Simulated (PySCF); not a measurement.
# Where the electron goes

Compound: CH₁₀N₂Si₂.
Z-matrix (Å and degrees, PBE0-D3(BJ)/def2-SVP geometry), rows numbered from 1:
```
N 
Si  1  1.7259
N   2  1.7243  1  106.89
C   2  1.8844  1  105.33  3   125.63
Si  4  1.8756  2  115.55  1    61.76
H   1  1.0135  2  119.94  3    53.92
H   1  1.0133  2  120.92  3  -159.11
H   2  1.5020  1  117.60  3  -115.75
H   3  1.0123  2  120.69  1  -152.72
H   3  1.0133  2  121.36  1    56.54
H   4  1.1041  2  107.98  1  -177.07
H   4  1.1041  2  109.16  1   -60.99
H   5  1.4969  4  112.12  2   177.15
H   5  1.4963  4  110.84  2    56.21
H   5  1.4994  4  110.49  2   -63.03
```

Method: TDDFT PBE0/def2-SVPD, vertical, gas phase, core orbitals frozen in the response in PySCF 2.14.0, density-fitted response routines.

Kohn–Sham orbitals with the atoms that hold most of them (Löwdin shares over 4%, at most four atoms; ? is withheld):

```
orbital  ε (eV)                              atoms
 LUMO+2    1.01    Si5 22%, Si2 12%, C4 10%, H6 8%
 LUMO+1    0.75     Si5 22%, Si2 11%, H9 9%, N3 9%
   LUMO       ?     Si5 21%, Si2 20%, C4 7%, H7 6%
   HOMO   -7.17                                  ?
 HOMO-1   -7.47                                  ?
 HOMO-2   -8.92  C4 21%, Si5 17%, Si2 12%, H13 12%
 HOMO-3   -9.30   Si5 37%, H15 27%, H14 17%, C4 9%
```

Question: Give the leading atoms of the HOMO-1.

Answer: N1 (bonded to Si and 2 H) 43%; N3 (bonded to Si and 2 H) 26%; Si2 (bonded to C, 2 N and H) 11%; H6 (bonded to N) 4%. By element: nitrogen 70%, silicon 11% or more, hydrogen 4% or more.

Question: Which atoms hold the HOMO, and with what shares?

Answer: N3 (bonded to Si and 2 H) 35%; N1 (bonded to Si and 2 H) 20%; Si2 (bonded to C, 2 N and H) 11%; C4 (bonded to 2 Si and 2 H) 11%. By element: nitrogen 55%, silicon 11% or more, carbon 11%.

Question: What is the LUMO energy, and the HOMO–LUMO gap?

Answer: ε(LUMO) = 0.41 eV; the gap is 7.58 eV (0.2786 hartree).

Question: How does S1 compare with the orbital gap of 7.58 eV?

Answer: S1 is at 6.43 eV (f = 0.039), 1.15 eV below the gap, made of HOMO→LUMO (85%). 

Next come S2 at 6.61 eV (f 0.048), HOMO-1→LUMO (55%), HOMO→LUMO+1 (33%); S3 at 6.88 eV (f 0.0050), HOMO→LUMO+1 (48%), HOMO-1→LUMO (32%); S4 at 7.12 eV (f 0.024), HOMO→LUMO+2 (60%), HOMO-1→LUMO+1 (24%); S5 at 7.21 eV (f 0.037), HOMO-1→LUMO+1 (58%), HOMO→LUMO+2 (26%).

Löwdin shares depend on the basis, the more so with diffuse functions.

One conformer stands for the species.
